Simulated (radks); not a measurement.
Results of a calculation; reference values are marked as such.
Polarisability of the beryllium ion Be3+, 1s1, at imaginary frequency. Level of theory: non-relativistic Kohn-Sham, PBE, spin-polarised, spherical densities, point nucleus; open shells are filled with parallel spins first (a radial shooting solver on a logarithmic mesh with Libxc functionals). Response by self-consistent Sternheimer equations with the Hartree and adiabatic LDA kernel.

w (hartree)  alpha1(iw) (bohr^3)  alpha2(iw) (bohr^5)
0.00266                  0.01848             0.004123
0.0143                   0.01848             0.004123
0.0360                   0.01848             0.004123
0.0697                   0.01848             0.004123
0.118                    0.01848             0.004122
0.186                    0.01847             0.004121
0.280                    0.01845             0.004118
0.413                    0.01841             0.004113
0.605                    0.01832             0.004101
0.892                    0.01812             0.004076
1.35                     0.01769             0.004017
2.12                     0.01664             0.003872
3.59                     0.01409             0.003484
6.94                    0.008755             0.002491
17.5                    0.002505            0.0008685

Static values: alpha1 = 0.01848 bohr^3 (0.002739 angstrom^3; uncoupled 0.01844), alpha2 = 0.004123 bohr^5, alpha3 = 0.002376 bohr^7. C6 = 0.001694, C8 = 0.002152, triple-dipole C9 = 0.00002314 atomic units. One-pole (London) frequency 4 C6 / (3 alpha1^2) = 6.612 hartree, against 7.075 for minus the highest occupied eigenvalue.
